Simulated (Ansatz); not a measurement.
Born–Oppenheimer molecular dynamics of C2H5FOSe (10 atoms, charge 0, multiplicity 1). It starts at the highest image of a converged band. Of that band: Neighbouring images differ by up to 2.2 eV, so the band resolves the path poorly. A vibrational analysis at the climbing image gives one clearly imaginary mode, 765i cm⁻¹: a first-order saddle point.

Computed with RKS PBE/def2-SVP (Ansatz).

- ensemble: NVE (velocity Verlet)
- time step: 0.5 fs
- steps asked: 200
- starting velocities drawn for: 300 K
- seed: 10482

First frame:

```xyz
10
Properties=species:S:1:pos:R:3
C -0.931 0.067 1.717
O -0.150 0.597 0.231
C 0.267 -0.380 -0.693
F -0.740 -1.251 -0.976
Se 0.787 0.440 -2.435
H -1.123 0.884 0.195
H -0.899 -1.040 1.548
H -0.095 0.294 2.423
H 1.112 -0.917 -0.209
H 1.854 1.254 -1.799
```

Task: How far do the bonds stretch over the last three quarters of this one trajectory? (Pairs bonded in most of those frames.)

Result: 
| bond | mean (Å) | spread (Å) | shortest | longest |
| --- | --- | --- | --- | --- |
| C1–H7 | 1.129 | 0.016 | 1.10 | 1.16 |
| C1–H8 | 1.128 | 0.026 | 1.09 | 1.17 |
| O2–C3 | 1.416 | 0.012 | 1.39 | 1.44 |
| O2–H6 | 0.988 | 0.026 | 0.95 | 1.03 |
| C3–F4 | 1.360 | 0.007 | 1.35 | 1.37 |
| C3–Se5 | 2.010 | 0.054 | 1.93 | 2.08 |
| C3–H9 | 1.111 | 0.027 | 1.07 | 1.15 |
| Se5–H10 | 1.487 | 0.004 | 1.48 | 1.49 |

Mean temperature of the second half: 211 K. The conserved energy stayed within 0.16 meV per atom of its start (net change 0.12 meV per atom), so the integration is sound. A run of 0.1 ps of so small a system gives no equilibrium averages. The orbitals stay closed-shell, which can raise the energy where a bond breaks towards radicals; this wasn't checked here.

The run took 7.6 min on 2 threads of Arm Neoverse V1 (shared host), peak memory 0.16 GiB.
